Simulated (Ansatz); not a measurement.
# A correction line for wB97X-V/def2-TZVPP: atomisation energy

The atomisation energy (no zero-point term) in kJ/mol of 6 B-containing radicals: x at wB97X-V/def2-TZVPP, y at CCSD(T)/CBS estimate. Shapes, held fixed at every level: PBE0-D4/def2-TZVP. Flexible molecules stand in one conformer, not always the lowest. Programs: Ansatz 0.2.0.

```
              molecule  x (kJ/mol)  y (kJ/mol)
    BN (boron nitride)         444         431
 BCl2 (SMILES Cl[B]Cl)         859         846
                BH(OH)        1362        1359
               BH2(NH)        1604        1579
  B2NH4 (SMILES B[N]B)        2475           ?
CH4BO2 (SMILES CO[B]O)        3158        3157
```

Problem. Fit y = c + s·x to the known rows and predict y for B2NH4.

Solution. 
1. Means of the 5 rows: x = 1485.40, y = 1474.4.
2. Σ(Δx)² = 4303775, Σ(Δx·Δy) = 4321189, so the slope is 4321189/4303775 = 1.004.
3. Intercept: 1474.4 − (1.004) × 1485.40 = -16.9. The largest residual of the fit is 14.
4. B2NH4: -16.9 + 1.004 × 2475 = 2468 kJ/mol.

CCSD(T)/CBS estimate gives 2431 kJ/mol, so the prediction is off by +37 kJ/mol, more than the largest residual. Uncorrected, wB97X-V/def2-TZVPP misses it by +44 kJ/mol, and the other rows by 11 on average. The line removes about 20 % of this miss. Left out in turn, the other rows are missed by 11 kJ/mol on average, so the withheld one doesn't follow the line. T1 is large for BN (0.042), so single-reference values are less sure there. Spin contamination: BN (⟨S²⟩ up to 2.05). Open shells run unrestricted. The CBS estimate extrapolates MP2 from def2-TZVPP and def2-QZVPP and adds CCSD(T) − MP2 in the triple-zeta set, cores frozen.
